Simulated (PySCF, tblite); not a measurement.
Potential energy curve for BCl, singlet.

UKS-B3LYP/LANL2DZ = unrestricted B3LYP/LANL2DZ, with its core potentials past Ne (PySCF); UHF/LANL2DZ = PySCF with unrestricted Hartree-Fock/LANL2DZ, with its core potentials past Ne; GFN2-xTB, 300 K electronic temperature (tblite); UCCSD(T) = PySCF 2.14.0 with CCSD(T) on UHF/cc-pVTZ, 6 core orbitals frozen.

Energies relative to the lowest point of each curve near equilibrium, in eV; the last columns give the difference from UCCSD(T):

```
R / Å  UKS-B3LYP/LANL2DZ  UHF/LANL2DZ  GFN2-xTB  UCCSD(T)  UKS-B3LYP/LANL2DZ − UCCSD(T)  UHF/LANL2DZ − UCCSD(T)  GFN2-xTB − UCCSD(T)
-----  -----------------  -----------  --------  --------  ----------------------------  ----------------------  -------------------
1.38               3.475        3.510     1.229     2.586                         0.889                   0.924               -1.357
1.47               1.847        1.847     0.281     1.182                         0.665                   0.665               -0.901
1.56               0.879        0.861     0.000     0.422                         0.458                   0.439               -0.422
1.60               0.597        0.575     0.001     0.228                         0.370                   0.348               -0.227
1.65               0.341        0.318     0.072     0.077                         0.263                   0.240               -0.005
1.72               0.119        0.102     0.262     0.000                         0.119                   0.102                0.262
1.79               0.018        0.010     0.517     0.035                        -0.017                  -0.025                0.483
1.84               0.000        0.000     0.724     0.108                        -0.108                  -0.108                0.616
1.88               0.011        0.018     0.900     0.189                        -0.178                  -0.171                0.710
1.99               0.129        0.153     1.407     0.481                        -0.351                  -0.327                0.926
2.14               0.426        0.467     2.118     0.967                        -0.541                  -0.500                1.151
2.31               0.859        0.910     2.904     1.556                        -0.696                  -0.646                1.348
2.61               1.691        1.753     4.145     2.549                        -0.859                  -0.796                1.595
2.86               2.342        2.277     4.974     3.344                        -1.002                  -1.067                1.630
3.13               2.942        2.589         —     4.052                        -1.110                  -1.462                    —
3.45               3.389        2.766         —     4.645                        -1.256                  -1.878                    —
3.77               3.650        2.843         —     4.929                        -1.280                  -2.086                    —
4.19               3.855        2.885         —     5.058                        -1.202                  -2.173                    —
4.60               3.974        2.901         —     5.096                        -1.122                  -2.195                    —
5.16               4.066        2.911         —     5.114                        -1.048                  -2.202                    —
5.98               4.130        2.916         —     5.121                        -0.991                  -2.205                    —
6.89               4.155        2.918         —     5.123                        -0.968                  -2.205                    —
```

UKS-B3LYP/LANL2DZ is furthest from UCCSD(T) at 3.77 (-1.280 eV, below); its mean absolute difference over the points is 0.704 eV.

UHF/LANL2DZ is furthest from UCCSD(T) at 6.89 (-2.205 eV, below); its mean absolute difference over the points is 1.035 eV.

GFN2-xTB is furthest from UCCSD(T) at 2.86 (1.630 eV, above); its mean absolute difference over the points is 0.831 eV.

Dashes: no converged value, or the column stops at the first point that the program doubted or that broke a chosen test of continuity, which isn't proof of a fault.

The unrestricted determinant behind UKS-B3LYP/LANL2DZ is spin-contaminated at 3.13 to 6.89 Å (<S²> up to 0.8, against 0.00 for a pure singlet). The unrestricted determinant behind UHF/LANL2DZ, UCCSD(T) is spin-contaminated at 1.47 to 6.89 Å (<S²> up to 1.0, against 0.00 for a pure singlet).
